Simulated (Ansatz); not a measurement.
Born–Oppenheimer molecular dynamics of C$_{2}$H$_{12}$O$_{3}$Si$_{3}$ (20 atoms, charge 0, multiplicity 1). It starts from a relaxed structure.

Theory: RKS r2SCANh/STO-3G (Ansatz 0.2.0).

| Quantity | Value |
| --- | --- |
| ensemble | NVE (velocity Verlet) |
| time step | 2 fs |
| steps asked | 40 |
| starting velocities drawn for | 50 K |
| seed | 781335 |

First frame:

```xyz
20
Properties=species:S:1:pos:R:3
Si -0.341 -0.309 0.000
O -0.656 -0.750 1.622
C -0.553 0.373 2.532
H -1.292 1.176 2.327
H -0.748 -0.001 3.554
H 0.453 0.845 2.537
O 1.265 0.091 -0.238
Si 2.361 -1.182 -0.473
H 2.295 -1.711 -1.819
H 3.675 -0.622 -0.265
H 2.166 -2.276 0.457
C -1.358 1.155 -0.563
H -2.383 1.101 -0.188
H -0.920 2.095 -0.216
H -1.403 1.195 -1.654
O -0.646 -1.724 -0.838
Si -1.589 -2.923 -0.101
H -0.890 -3.596 0.973
H -2.844 -2.412 0.408
H -1.868 -3.886 -1.140
```

Question: How far do the bonds stretch over the last three quarters of this one trajectory? (Pairs bonded in most of those frames.)

Answer: 
```tsv
bond	mean (Å)	spread (Å)	shortest	longest
Si1–O2	1.706	0.016	1.68	1.73
Si1–O7	1.672	0.009	1.66	1.69
Si1–C12	1.877	0.020	1.84	1.90
Si1–O16	1.672	0.006	1.66	1.68
O2–C3	1.446	0.005	1.43	1.45
C3–H4	1.110	0.009	1.09	1.12
C3–H5	1.106	0.016	1.08	1.13
C3–H6	1.111	0.012	1.09	1.13
O7–Si8	1.697	0.007	1.68	1.71
Si8–H9	1.448	0.005	1.44	1.46
Si8–H10	1.444	0.004	1.44	1.45
Si8–H11	1.449	0.010	1.44	1.46
C12–H13	1.093	0.003	1.09	1.10
C12–H14	1.093	0.003	1.09	1.10
C12–H15	1.093	0.005	1.09	1.10
O16–Si17	1.692	0.007	1.68	1.70
Si17–H18	1.448	0.010	1.43	1.46
Si17–H19	1.449	0.009	1.44	1.46
Si17–H20	1.444	0.013	1.43	1.46
```

Mean temperature of the second half: 25 K. The conserved energy stayed within 0.54 meV per atom of its start (net change 0.34 meV per atom), so the integration is sound. Over the second half the temperature averaged 0.50 of the 50 K drawn at the start: a run that starts near a minimum puts about half its kinetic energy into the potential. A step of 2 fs is long for free X–H stretches (periods near 10 fs) and can bias their spread and the temperature. A run of 0.08 ps of so small a system gives no equilibrium averages. Limits of this set-up: minimal basis.

Run time: 3.6 min on 1 thread of AMD EPYC 9R45 96-Core Processor (Zen 5), on a shared host, peak memory 0.25 GiB.
